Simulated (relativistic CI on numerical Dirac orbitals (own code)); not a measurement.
# How well does a small relativistic CI reproduce C3+?

Computed by Dirac-Coulomb-Breit CI, separate exchange-only KLI orbitals for each configuration, model QED, valence Slater integrals scaled by 0.85, P86 correlation estimate, and configurations built on the next ion tied to the tabulated ionisation energy (semi-empirical) (own radial code, finite nucleus).

CI space (outside the closed core 1s2): 2s, 2p, 3s, 3p, 3d, 4s, 4p, 4f, 4d. Levels of other configurations are missing.

| Configuration | Term (tabulated) | J | Measured (cm⁻¹) | Computed | Error | Purity (%) |
| --- | --- | --- | --- | --- | --- | --- |
| 2s | 2S | 1/2 | 0.0 | 0 | 0 | 100 |
| 2p | 2P° | 1/2 | 64484.0 | 66252 | 1768 | 100 |
| 2p | 2P° | 3/2 | 64591.7 | 66353 | 1761 | 100 |
| 3s | 2S | 1/2 | 302849.0 | 302951 | 102 | 100 |
| 3p | 2P° | 1/2 | 320050.1 | 320286 | 236 | 100 |
| 3p | 2P° | 3/2 | 320081.7 | 320314 | 232 | 100 |
| 3d | 2D | 3/2 | 324879.8 | 323389 | -1491 | 100 |
| 3d | 2D | 5/2 | 324890.3 | 323398 | -1492 | 100 |
| 4s | 2S | 1/2 | 401348.1 | 401456 | 108 | 100 |
| 4p | 2P° | 1/2 | 408311.1 | 408491 | 180 | 100 |
| 4p | 2P° | 3/2 | 408324.2 | 408502 | 178 | 100 |
| 4d | 2D | 3/2 | 410336.1 | 410057 | -279 | 100 |
| 4d | 2D | 5/2 | 410340.1 | 410060 | -280 | 100 |

Measured levels from Moore, Selected Tables of Atomic Spectra, NSRDS-NBS 3, section 3; pairs were made by configuration, J and term (by order where the table uses no LS term), so strongly mixed levels may be paired wrongly.

Mean error by configuration (cm⁻¹): 2p 1764; 3s 102; 3p 234; 3d -1492; 4s 108; 4p 179; 4d -280. Over the excited levels the mean absolute error is 676 cm⁻¹ (12 of the 12 excited levels that our extract of the source holds in range could be paired), and the median relative error of those above 1,000 cm⁻¹ is 0.07 %.
